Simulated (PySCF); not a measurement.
CH4OZn, SMILES [CH3][Zn][OH].

Geometry optimised at PBE0-D3(BJ)/def2-TZVP. The isomer is the one that the SMILES or the coordinates give; other isomers of the formula were not compared. The values are those of a single conformer.

These are PySCF 2.14.0 with TDDFT-B3LYP/def2-SVPD values and carry that method's errors.

Vertical excitations. The molecule is in vacuum.

Estimate the UV-visible absorptions. (Estimate from the structure and the level; the computed values follow.)


| state | energy (eV) | λ (nm) | f | main pairs |
|---|---|---|---|---|
| S1 | 5.86 | 212 | 0.031 | HOMO→LUMO 98 % |
| S2 | 6.43 | 193 | 0.125 | HOMO−1→LUMO 73 %, HOMO→LUMO+2 20 % |
| S3 | 6.59 | 188 | 0.002 | HOMO→LUMO+1 98 % |
| S4 | 6.88 | 180 | 0.050 | HOMO−1→LUMO+1 92 % |
| S5 | 6.96 | 178 | 0.013 | HOMO−1→LUMO+2 97 % |
| S6 | 7.10 | 175 | 0.181 | HOMO−2→LUMO 48 %, HOMO→LUMO+2 29 %, HOMO−1→LUMO 18 % |
| S7 | 7.29 | 170 | 0.014 | HOMO→LUMO+2 42 %, HOMO−2→LUMO 37 %, HOMO−2→LUMO+1 8 % |
| S8 | 7.64 | 162 | 0.015 | HOMO→LUMO+3 94 % |
| S9 | 7.91 | 157 | 0.004 | HOMO−1→LUMO+3 90 % |
| S10 | 8.00 | 155 | 0.151 | HOMO−2→LUMO+1 83 % |
| T1 | 5.52 | 225 | 0 | HOMO→LUMO 96 % |
| T2 | 5.66 | 219 | 0 | HOMO−1→LUMO 96 % |
| T3 | 6.34 | 196 | 0 | HOMO→LUMO+2 64 %, HOMO−2→LUMO 27 % |
| T4 | 6.49 | 191 | 0 | HOMO→LUMO+1 97 % |
Triplets are in the Tamm–Dancoff approximation, which puts them higher than full response would, so one can lie above its singlet here.
